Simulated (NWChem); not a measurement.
Species: MgBrCl; SMILES [Br][Mg][Cl]

```xyz
3

Mg     0.0923     0.6553     0.0000
Cl     0.0232     2.8494     0.0000
Br     0.1653    -1.6791     0.0000
```
Atoms are numbered in this order, from 1.

Program: NWChem. Geometry optimised at B3LYP/6-31G*; all other runs use it. Pople sets run with spherical d functions. This build's default masses of Se (78.918 u) and Br (79.917 u) are each other's, which moves their modes by up to 0.6 %. Spin-orbit effects on the shieldings are missing.

| quantity | level | value |
|---|---|---|
| absolute shielding σ Cl2 (ppm) | PBE0/pcSseg-1, GIAO | 1074.9 |
| −ε(HOMO) (eV) | PBE0/def2-SVP | 8.46 |
| vertical, lowest excitation, singlet (eV) | PBE0/def2-SVPD, TDA | 5.36 |
| isotropic polarisability (bohr³), static | PBE0/def2-SVPD | 57.7 |
| dipole (D) | B3LYP/6-31G* | 0.21 |
| highest harmonic frequency (cm⁻¹) | B3LYP/6-31G* | 575 |
